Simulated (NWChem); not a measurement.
All runs are NWChem calculations. System: F2Zn, charge 0, spin multiplicity 1, at a geometry optimised with PBE0/def2-SVP. The structure started from a generated list of species. Level: PBE0/6-31G* (spherical d).

NWChem printed:

```
             Northwest Computational Chemistry Package (NWChem) 7.3.0
             --------------------------------------------------------

                                NWChem Input Module
                                -------------------

 Scaling coordinates for geometry "geometry" by  1.889725989
 (inverse scale =  0.529177249)

 Turning off AUTOSYM since
 SYMMETRY directive was detected!

                             Geometry "geometry" -> ""
                             -------------------------

 Output coordinates in angstroms (scale by  1.889725989 to convert to a.u.)

  No.       Tag          Charge          X              Y              Z
 ---- ---------------- ---------- -------------- -------------- --------------
    1 Zn                  30.0000     0.00000000     0.00000000     0.00000000
    2 F                    9.0000     0.00000000     0.00000000     1.72996300
    3 F                    9.0000     0.00000000     0.00000000    -1.72996300

 Effective nuclear repulsion energy (a.u.)     177.5687647911

            Nuclear Dipole moment (a.u.)
            ----------------------------
        X                 Y               Z
 ---------------- ---------------- ----------------
     0.0000000000     0.0000000000     0.0000000000

      Symmetry information
      --------------------

 Group name             D2h
 Group number             26
 Group order               8
 No. of unique centers     2

      Symmetry unique atoms

     1    2


 Summary of "ao basis" -> "" (spherical)
 ------------------------------------------------------------------------------
       Tag                 Description            Shells   Functions and Types
 ---------------- ------------------------------  ------  ---------------------
 *                           6-31g*                   on all atoms

                              NWChem Property Module
                              ----------------------

                                 NWChem DFT Module
                                 -----------------

 Summary of "ao basis" -> "ao basis" (spherical)
 ------------------------------------------------------------------------------
       Tag                 Description            Shells   Functions and Types
 ---------------- ------------------------------  ------  ---------------------
 Zn                          6-31g*                 12       34   5s4p2d1f
 F                           6-31g*                  6       14   3s2p1d
[...]
     L   x y z        total         alpha         beta         nuclear
     -   - - -        -----         -----         ----         -------
     0   0 0 0     -0.000000    -24.000000    -24.000000     48.000000

     1   1 0 0     -0.000000     -0.000000     -0.000000      0.000000
     1   0 1 0      0.000000      0.000000      0.000000      0.000000
     1   0 0 1     -0.000004     -0.000002     -0.000002      0.000000

     2   2 0 0    -15.074575     -7.537287     -7.537287      0.000000
     2   1 1 0     -0.000000     -0.000000     -0.000000      0.000000
     2   1 0 1     -0.000000     -0.000000     -0.000000      0.000000
     2   0 2 0    -15.074575     -7.537287     -7.537287      0.000000
     2   0 1 1      0.000000      0.000000      0.000000      0.000000
     2   0 0 2    -25.168288   -108.770575   -108.770575    192.372862

 *** CALLING NEW AORESP DRIVER FOR CLOSED AND OPEN SHELLS ***
 Entering AOResponse driver routine

--------------------------------------------------------------------------------

          ****************
          *** RESPONSE ***
          ****************

 Response module for NWChem and dynamic CPKS solver

          -----------------------------------------------
          Solving response equations for perturbing field
          -----------------------------------------------

 number of frequencies:     1
 frequency in a.u.:  0.4280000E-01
 Perturbing field: electric
 Using El. Dipole Length Gauge

 Setting up CPKS with frequency omega =      0.04280000 a.u.

                            NWChem Dynamic CPHF Module
                            --------------------------

    scftype = RHF
    nclosed =   24
      nopen =    0
  variables =     1824
  num. vecs =        3
  tolerance =   1.0D-04
  max. iter =   50

  int2e_file: Failed to allocate cache ... halving
 SCF residual:    2.9617469796413848E-004

Iterative solution of linear equations
  No. of variables     1824
  No. of equations        3
  Maximum subspace       30
       Convergence  1.0D-04

 ga_lkain filestub:cphf_sol
 ga_lkain filesoln:./mol.cphf_sol

   iter   nsub   residual    time
   ----  ------  --------  ---------
     1      3    4.08D+00       5.7
     2      6    2.20D+00       8.4
     3      9    9.96D-02      11.2
     4     12    9.42D-03      14.4
     5     15    1.77D-03      17.8
     6     18    3.01D-04      21.9
     7     21    2.65D-05      26.4

 Electric Dipole Response Matrix (nonzero elements):

              1        2        3
    1   12.9895   0.0000  -0.0000
    2    0.0000  12.9895   0.0000
    3   -0.0000   0.0000  23.0349

 ------------------------------------------
 average:        16.33796 + I       0.00000

 DFT Linear Response polarizability / au
 Frequency  =       0.0428000 / au
 Wavelength =    1064.5643224 / nm
              X              Y              Z
 -----------------------------------------------
 X      12.9894939      0.0000003     -0.0000005
 Y       0.0000003     12.9894937      0.0000005
 Z      -0.0000005      0.0000005     23.0349019
 -----------------------------------------------
 Eigenvalues =      12.9894941     12.9894935     23.0349019
 Isotropic   =      16.3379632
 Anisotropic =      10.0454081
 -----------------------------------------------

 Magnetic Dipole Response Matrix (nonzero elements):
 Optical rotation tensor Beta

              1        2        3
    1   -0.0000   0.0000   0.0000
    2   -0.0000   0.0000   0.0000
    3   -0.0000  -0.0000  -0.0000

 ------------------------------------------
 average:         0.00000 + I       0.00000

 Exiting AOResponse driver routine

          -------------
          Dipole Moment
          -------------

 Center of charge (in au) is the expansion point
         X =       0.0000000 Y =       0.0000000 Z =       0.0000000

   Dipole moment        0.0000037229 A.U.
             DMX       -0.0000000614 DMXEFC        0.0000000000
             DMY        0.0000000870 DMYEFC        0.0000000000
             DMZ       -0.0000037213 DMZEFC        0.0000000000
   -EFC- dipole         0.0000000000 A.U.
   Total dipole         0.0000037229 A.U.

   Dipole moment        0.0000094627 Debye(s)
             DMX       -0.0000001561 DMXEFC        0.0000000000
             DMY        0.0000002211 DMYEFC        0.0000000000
             DMZ       -0.0000094588 DMZEFC        0.0000000000
   -EFC- dipole         0.0000000000 DEBYE(S)
   Total dipole         0.0000094627 DEBYE(S)

 1 a.u. = 2.541766 Debyes

 Task  times  cpu:       26.4s     wall:       26.4s

 Total times  cpu:       26.5s     wall:       26.5s
```

Question: Write an NWChem input that would produce this output.

Answer: Several could match; the one computed here: 
```
start mol
memory heap 200 mb stack 900 mb global 1100 mb
geometry units angstroms nocenter noautoz
  Zn     0.000000     0.000000     0.000000
  F      0.000000     0.000000     1.729963
  F      0.000000     0.000000    -1.729963
  symmetry group D2h
end
basis spherical
  * library 6-31g*
end
dft
  xc pbe0
  semidirect memsize 60000000 filesize 0
  iterations 100
end
property
  dipole
  response 1 0.0428
end
task dft property
```
